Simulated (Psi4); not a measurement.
F₅Sb, charge +1, doublet, geometry from GFN2-xTB (a state made from the parent by changing its charge; the spin is typed, not shown lowest) (core potentials on Sb), with bond 3-1 at 1.6 times its length; PBE0/def2-SVP in Psi4.

Psi4 was given this input:
```
memory 2 GB

molecule mol {
1 2
  Sb    0.009643   -0.003026   -0.014232
  F     1.003924   -0.641410    1.577068
  F    -2.523332    1.442489   -1.260731
  F     0.602389    1.821425    0.485191
  F     1.085255   -0.500532   -1.486420
  F    -1.172746   -1.562758    0.298105
}

set basis def2-svp
set reference uks
set dft_pruning_scheme robust

energy('pbe0')
print_variables()
```

### Question
Write the output that Psi4 gives for this input, abridged.

### Answer

```
   => Loading Basis Set <=

    Name: DEF2-SVP
    Role: ORBITAL
    Keyword: BASIS

    !!!  WARNING: ECP capability is in beta. Please check occupations closely.  !!!

         ---------------------------------------------------------
                                   SCF
               by Justin Turney, Rob Parrish, Andy Simmonett
                          and Daniel G. A. Smith
                              UKS Reference
         ---------------------------------------------------------

  ==> Geometry <==

    Molecular point group: c1
    Full point group: C1

    Geometry (in Angstrom), charge = 1, multiplicity = 2:

       Center              X                  Y                   Z               Mass
    ------------   -----------------  -----------------  -----------------  -----------------
         SB           0.092637704823    -0.050541128917     0.027774547826   120.903812000000
         F            1.086918704823    -0.688925128917     1.619074547826    18.998403162730
         F           -2.440337295177     1.394973871083    -1.218724452174    18.998403162730
         F            0.685383704823     1.773909871083     0.527197547826    18.998403162730
         F            1.168249704823    -0.548047128917    -1.444413452174    18.998403162730
         F           -1.089751295177    -1.610273128917     0.340111547826    18.998403162730

  Running in c1 symmetry.

  Rotational constants: A =      0.07347  B =      0.04939  C =      0.04324 [cm^-1]
  Rotational constants: A =   2202.46223  B =   1480.67876  C =   1296.33527 [MHz]
  Nuclear repulsion =  385.730651294346274

  Charge       = 1
  Multiplicity = 2
  Electrons    = 67
  Nalpha       = 34
  Nbeta        = 33

  ==> Algorithm <==

  SCF Algorithm Type is DF.
  DIIS enabled.
  MOM disabled.
  Fractional occupation disabled.
  Guess Type is SAD.
  Energy threshold   = 1.00e-06
  Density threshold  = 1.00e-06
  Integral threshold = 1.00e-12

  ==> Primary Basis <==

  Basis Set: DEF2-SVP
    Blend: DEF2-SVP
    Number of shells: 40
    Number of basis functions: 96
    Number of Cartesian functions: 103
    Spherical Harmonics?: true
    Max angular momentum: 2

  Core potential: DEF2-SVP
    Number of shells: 4
    Number of ECP primitives: 18
    Number of ECP core electrons: 28
    Max angular momentum: 3

  ==> DFT Potential <==

   => LibXC <=

    Version 7.1.2
    S. Lehtola, C. Steigemann, M. J. T. Oliveira, and M. A. L. Marques,  SoftwareX 7, 1–5 (2018) (10.1016/j.softx.2017.11.002)

   => Composite Functional: PBE0 <=

    PBE0 Hyb-GGA Exchange-Correlation Functional

    C. Adamo and V. Barone,  J. Chem. Phys. 110, 6158 (1999) (10.1063/1.478522)
    M. Ernzerhof and G. E. Scuseria,  J. Chem. Phys. 110, 5029 (1999) (10.1063/1.478401)

    Deriv               =              1
    GGA                 =           TRUE
    Meta                =          FALSE

    Exchange Hybrid     =           TRUE
    MP2 Hybrid          =          FALSE

   => Exchange Functionals <=

    0.7500   Perdew, Burke & Ernzerhof

   => Exact (HF) Exchange <=

    0.2500               HF

   => Correlation Functionals <=

    1.0000   Perdew, Burke & Ernzerhof

   => LibXC Density Thresholds  <==

    XC_HYB_GGA_XC_PBEH:  1.00E-15

   => Molecular Quadrature <=

    Radial Scheme          =       TREUTLER
    Pruning Scheme         =         ROBUST
    Pruning Type           =         REGION
    Nuclear Scheme         =       TREUTLER

    Blocking Scheme        =         OCTREE
    BS radius alpha        =              1
    Pruning alpha          =              1
    Radial Points          =             75
    Spherical Points       =            302
    Total Points           =          96941
    Total Blocks           =            823
    Max Points             =            256
    Max Functions          =             92
    Weights Tolerance      =       1.00E-15

   => Loading Basis Set <=

    Name: (DEF2-SVP AUX)
    Role: JKFIT
    Keyword: DF_BASIS_SCF

[...]
   @DF-UKS iter   1:  -737.89415334467799   -2.10730e+00   6.43261e-03 ADIIS/DIIS
   @DF-UKS iter   2:  -736.42101351461076    1.47314e+00   1.87429e-02 ADIIS/DIIS
   @DF-UKS iter   3:  -737.92076819061617   -1.49975e+00   5.72380e-03 ADIIS/DIIS
   @DF-UKS iter   4:  -738.05823026847327   -1.37462e-01   7.84123e-04 ADIIS/DIIS
   @DF-UKS iter   5:  -738.06169130105911   -3.46103e-03   4.08340e-04 ADIIS/DIIS
   @DF-UKS iter   6:  -738.06221858394395   -5.27283e-04   2.20983e-04 ADIIS/DIIS
   @DF-UKS iter   7:  -738.06237798652683   -1.59403e-04   9.63172e-05 DIIS
   @DF-UKS iter   8:  -738.06240624024849   -2.82537e-05   4.45627e-05 DIIS
   @DF-UKS iter   9:  -738.06241383470297   -7.59445e-06   1.02252e-05 DIIS
   @DF-UKS iter  10:  -738.06241437136282   -5.36660e-07   7.38802e-06 DIIS
   @DF-UKS iter  11:  -738.06241464991854   -2.78556e-07   2.69572e-06 DIIS
   @DF-UKS iter  12:  -738.06241487832278   -2.28404e-07   1.86067e-06 DIIS
   @DF-UKS iter  13:  -738.06241516176465   -2.83442e-07   1.67165e-06 DIIS
   @DF-UKS iter  14:  -738.06241550402217   -3.42258e-07   1.39780e-06 DIIS
   @DF-UKS iter  15:  -738.06241599562952   -4.91607e-07   1.05493e-06 DIIS
   @DF-UKS iter  16:  -738.06241629121541   -2.95586e-07   7.20035e-07 DIIS
  Energy and wave function converged.

  ==> Post-Iterations <==

   Electrons on quadrature grid:
      Nalpha   =   34.0000534992 ; deviation = 5.350e-05
      Nbeta    =   33.0000414704 ; deviation = 4.147e-05
      Ntotal   =   67.0000949696 ; deviation = 9.497e-05

   @Spin Contamination Metric:   3.445854001E-03
   @S^2 Expected:                7.500000000E-01
   @S^2 Observed:                7.534458540E-01
   @S   Expected:                5.000000000E-01
   @S   Observed:                5.000000000E-01

    Orbital Energies [Eh]
    ---------------------

    Alpha Occupied:

[...]
      34A     -0.645331

    Alpha Virtual:

[...]
    Beta Occupied:

[...]
    Beta Virtual:

[...]
    Final Occupation by Irrep:
              A
    DOCC [    33 ]
    SOCC [     1 ]
    NA   [    34 ]
    NB   [    33 ]

  @DF-UKS Final Energy:  -738.06241629121541

   => Energetics <=

    Nuclear Repulsion Energy =            385.7306512943462735
    One-Electron Energy =               -1867.0045842397894376
    Two-Electron Energy =                 796.8969657143371705
    DFT Exchange-Correlation Energy =     -53.6854490601093914
    Empirical Dispersion Energy =           0.0000000000000000
    VV10 Nonlocal Energy =                  0.0000000000000000
    Total Energy =                       -738.0624162912154134

  UHF NO Occupations:
  HONO-2 :   32  A 1.9995553
  HONO-1 :   33  A 1.9987860
  HONO-0 :   34  A 1.0000000
  LUNO+0 :   35  A 0.0012140
  LUNO+1 :   36  A 0.0004447
  LUNO+2 :   37  A 0.0000597
  LUNO+3 :   38  A 0.0000036

Computation Completed

Properties will be evaluated at   0.000000,   0.000000,   0.000000 [a0]

Properties computed using the SCF density matrix

 Multipole Moments:

 ------------------------------------------------------------------------------------
     Multipole            Electronic (a.u.)      Nuclear  (a.u.)        Total (a.u.)
 ------------------------------------------------------------------------------------

 L = 1.  Multiply by 2.5417464519 to convert [e a0] to [Debye]
 Dipole X            :          5.0553097           -6.0001848           -0.9448752
 Dipole Y            :         -2.7105301            3.2735711            0.5630410
 Dipole Z            :          1.1298395           -1.7989697           -0.6691302
 Magnitude           :                                                    1.2874546

 ------------------------------------------------------------------------------------

  Variable Map:
  ----------------------------------------------------------------------------
[...]
  Array Variable Map:
  ----------------------------------------------------------------------------
[...]
[...]
```
